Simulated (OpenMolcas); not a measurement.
Lines of Sc²⁺: computed and rescaled rates

```json
{"Program": "OpenMolcas 26.06", "Method": "SS-CASPT2, IPEA 0.25 Eh, imaginary shift 0.1 Eh (closed shells correlated: 3s 3p)", "Basis": "ANO-RCC-VTZP [6s5p3d2f1g]", "Scalar Hamiltonian": "DKH2, point nucleus", "Active space": "1 electron in 6 orbitals (3d 4s)", "State averaging": "2S+1 = 2 even, 6 roots", "Spin-orbit coupling": "RASSI with atomic mean-field integrals over the reference wave functions, term energies averaged over their components"}
```

Rates come from the transition moments of the reference wave functions (E1 and E2 in the length form). At fixed line strength A goes as λ^-3 for E1 and M1 and as λ^-5 for E2, so a rate at the computed wavelength can be rescaled to the measured one. Measured vacuum wavelengths follow from level energies in Sugar and Corliss, J. Phys. Chem. Ref. Data 9, 473 (1980). Branching counts decays inside the model space alone, at computed energies, and the table is only a selection of the E2 and M1 lines, drawn from those between levels with measured partners whose computed energy lies within a factor of 1.5 of the measured one.

```tsv
Upper	Lower	Type	λ computed (nm)	λ measured (nm)	A computed (s-1)	A rescaled (s-1)	Branching %
3d ²D_5/2	3d ²D_3/2	M1	51310	50600	8.03e-05	8.37e-05	100.0
4s ²S_1/2	3d ²D_5/2	E2	403.4	394.6	1.14e+01	1.27e+01	59.1
4s ²S_1/2	3d ²D_3/2	E2	400.3	391.6	7.94e+00	8.86e+00	40.9
```

The largest correction is for 4s ²S_1/2 → 3d ²D_5/2 (E2): 1.14e+01 × (403.4 / 394.6)^5 = 1.27e+01 s-1, a factor of 1.12.

The computed rate and branching of 3d ²D_5/2 → 3d ²D_3/2 give the upper level a radiative lifetime of 1.000 / 8.03e-05 s-1 = 1.25e+04 s, counting decays inside the model space alone. The rescaled rate gives about 1.2e+04 s.

These are rates of the free ion; in crystals, glasses and complexes forced electric-dipole and non-radiative decay shorten such lifetimes by orders of magnitude. No measured rate stands beside these. Rescaling mends the energy factor alone: line strengths can still be far off where a level mixes with configurations outside the active space, and weak or spin-changing lines hang on small mixing coefficients that depend on the term gaps too, so rescaling need not improve them.

CASPT2 does not keep the components of a term degenerate, so their means are used; among the terms shown or strongly mixed into the levels shown the widest spread is 85 cm-1 (3d ²D). With one active electron, CASPT2 adds the correlation within the correlated inactive shells and between them and that electron, and leaves the splitting within a term as the reference gives it. Computed and measured levels are paired by configuration, term and J; levels that our copy of the source lacks, or whose pairing is in doubt (as where it misses far off the trend of its configuration), stay unpaired. Only configurations of the active space appear.
